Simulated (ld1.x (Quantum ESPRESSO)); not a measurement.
# O (Z = 8): variants of one TM potential

Base potential:

```
Element                 : oxygen
Generator               : ld1.x (Quantum ESPRESSO) 7.5
Type                    : norm-conserving Troullier–Martins (Kleinman–Bylander form)
Functional              : LDA (PZ)
Relativity              : non-relativistic
Frozen core             : [He]
Valence charge          : 6
Reference configuration : 2s2 2p4
Partial waves           : 2s (bound): rc 0.85 bohr; 2p (bound): rc 1.70 bohr
Local potential         : the p channel
Core correction         : a·sin(br)/r model core inside 0.65 bohr
```

Cutoffs, loose and tight: the cutoffs (Ry, on a coarse ladder) from which the occupation-weighted sum of valence levels, in a spherical-Bessel basis at the reference potential, stays within 10 and 1 mRy of its value at 400 Ry. They do not see the model core or the augmentation charge, which bear on the density cutoff. Test errors are all-electron minus pseudo excitation energies from the reference, over the configurations 2s2 2p3; 2s2 2p2; 2s2 2p1; 2s2 2p4.3; 2s1 2p5; 2s2 2p3.5; 2s0 2p6 (two spin-polarised tests are not counted in the largest error). A dash means not determined; rows that change the core or the reference have their own tests.

```csv
change,outcome,"cutoff, loose","cutoff, tight",bound ghosts,largest test error (meV)
base,generated,80 Ry,180 Ry,none,+1024
"all radii but the core radius scaled by about 0.76 (s 0.64, p 1.30 bohr)",generated,160 Ry,over 300 Ry,none,+383
"all radii but the core radius scaled by about 0.89 (s 0.76, p 1.52 bohr)",generated,80 Ry,200 Ry,none,+673
"all radii but the core radius scaled by about 0.94 (s 0.80, p 1.60 bohr)",generated,80 Ry,180 Ry,none,+829
"all radii but the core radius scaled by about 1.08 (s 0.92, p 1.84 bohr)",generated,70 Ry,160 Ry,none,+1545
"all radii but the core radius scaled by about 1.15 (s 0.98, p 1.96 bohr)",generated,70 Ry,160 Ry,none,+1889
"all radii but the core radius scaled by about 1.29 (s 1.10, p 2.20 bohr)",generated,50 Ry,120 Ry,none,+3030
"all radii but the core radius scaled by about 1.34 (s 1.14, p 2.28 bohr)",generated,50 Ry,110 Ry,none,+3312
```

Reading the sweep of the scale of all radii but the core radius (base = 1) (base included, trends over the rows without a ghost): The loose cutoff falls from 160 Ry at 0.76 to 50 Ry at 1.34. A larger radius leaves more room for a smooth pseudo-wave, so fewer plane waves are needed; a smaller one forces it to follow the all-electron wave where it bends sharply. The median size of the test errors (rows with all tests solved) is not monotonic: lowest 11.0 meV at 1.08, highest 60.0 meV at 1.34.
